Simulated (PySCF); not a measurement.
**How methods differ on the ionisation energy of Ta²⁺**

Ta²⁺ [Xe] 4f14 5d3 (4F) → Ta³⁺ [Xe] 4f14 5d2 (3F), as a difference of total energies. All numbers are calculated (PySCF 2.14, the spin-free X2C one-electron Hamiltonian (Gaussian nucleus), in ANO-RCC-VTZP). The calculations carry no spin-orbit coupling.

```csv
method,ionisation energy (eV)
UHF,23.121
r2SCAN0,24.229
PBEsol,24.406
LC-wPBE,24.159
```

The reference lies between the lowest fine-structure levels, while these numbers refer to the centres of the terms.

For comparison: 23.1 ± 1.6 eV (theoretical estimate listed by NIST; NIST Atomic Spectra Database, ionization energies).
